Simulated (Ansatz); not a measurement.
Species: CH₃BF, net charge 0, doublet state. It need not be the lowest isomer of its formula. SMILES: C[B]F
Geometry: optimised at B3LYP-D3(BJ)/def2-TZVP (Ansatz, a program for electronic structure).

Computed values are from Ansatz. Correlated levels leave the core frozen unless marked. UHF or UKS for open shells. Spin-orbit coupling is left out. No relativistic terms. CBS marks a two-point X^-3 extrapolation of the correlation energy; Hartree-Fock from the larger set. The bracket is a focal-point correction in the basis named.

### Question
What is the T1 diagnostic at CCSD/cc-pVTZ?

### Answer
0.014.

### Question
What is the total energy at RI-MP2/CBS(cc-pVTZ,cc-pVQZ)+[CCSD(T)-MP2]/cc-pVTZ?

### Answer
-164.4227 Eh.

### Question
What is the atomisation energy De at RI-MP2/CBS(cc-pVTZ,cc-pVQZ)+[CCSD(T)-MP2]/cc-pVTZ?

### Answer
2261.9 kJ/mol.

### Question
What is the dipole moment at CCSD(T)/aug-cc-pVDZ?

### Answer
1.39 D.
